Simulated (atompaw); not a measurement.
Reading a pseudo-wave (O)

Columns: radius, all-electron u(r) and pseudo u(r) of the 2p shell (level -9.20 eV) of oxygen in the configuration [He] 2s2 2p4; LDA (PW92), scalar-relativistic, PAW (atompaw) scheme, atompaw 4.2.0.5.

| r (bohr) | all-electron | pseudo |
| --- | --- | --- |
| 0.060 | 0.0434 | 0.0068 |
| 0.119 | 0.1371 | 0.0266 |
| 0.179 | 0.2514 | 0.0593 |
| 0.238 | 0.3647 | 0.1025 |
| 0.298 | 0.4714 | 0.1560 |
| 0.358 | 0.5649 | 0.2172 |
| 0.417 | 0.6424 | 0.2826 |
| 0.477 | 0.7065 | 0.3521 |
| 0.537 | 0.7565 | 0.4220 |
| 0.596 | 0.7932 | 0.4887 |
| 0.656 | 0.8192 | 0.5524 |
| 0.715 | 0.8351 | 0.6090 |
| 0.775 | 0.8430 | 0.6588 |
| 0.835 | 0.8439 | 0.6997 |
| 0.894 | 0.8391 | 0.7305 |
| 0.954 | 0.8296 | 0.7521 |
| 1.013 | 0.8165 | 0.7639 |
| 1.073 | 0.8003 | 0.7671 |
| 1.133 | 0.7818 | 0.7625 |
| 1.192 | 0.7618 | 0.7517 |
| 1.252 | 0.7403 | 0.7357 |
| 1.312 | 0.7178 | 0.7162 |
| 1.371 | 0.6952 | 0.6948 |
| 1.431 | 0.6719 | 0.6718 |
| 1.490 | 0.6488 | 0.6488 |
| 1.550 | 0.6254 | 0.6254 |

**Question.** How many radial nodes do the two functions have?

**Answer.** The all-electron 2p function has n − l − 1 = 0; the pseudo-wave has 0.

**Question.** Where does each function peak?

**Answer.** Outermost all-electron maximum near 0.83 bohr, pseudo maximum near 1.07 bohr (to the table’s step).

**Question.** Is the pseudo-wave norm-conserving?

**Answer.** No, it belongs to a PAW set: the norm inside the radius is not constrained, and the difference is carried by the augmentation charge.
